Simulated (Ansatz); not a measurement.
Reaction (SMILES): F[SiH2][SiH](F)F → F[SiH][SiH](F)F + H atom (the H-Si bond at the site shown breaks; other sites are not compared here)
Each molecule is optimised on its own at B3LYP-D3(BJ)/def2-TZVP (Ansatz, a first-principles code), one conformer each, not searched for the lowest.

Property: bond dissociation energy (electronic energy difference), in kcal/mol. Correlated levels leave the core frozen unless marked. Open shells are spin-unrestricted. No spin-orbit coupling. No relativistic terms. CBS(X,Y): correlation extrapolated as X^-3; Hartree-Fock from the larger set.

CCSD(T)/CBS(cc-pV(T+d)Z,cc-pV(Q+d)Z) (Ansatz) gives 95.7 kcal/mol.

### Question
Another calculation gave 90.5 kcal/mol. Which level was it?
A) SVWN5/def2-TZVPD (Ansatz)
B) PBE/def2-TZVPD (Ansatz)
C) CAM-B3LYP/def2-TZVPD (Ansatz)
D) r2SCAN0/def2-TZVPD (Ansatz)

### Answer
D, r2SCAN0/def2-TZVPD (Ansatz). The others give 96.9 (SVWN5), 93.6 (CAM-B3LYP), 87.9 (PBE) kcal/mol.
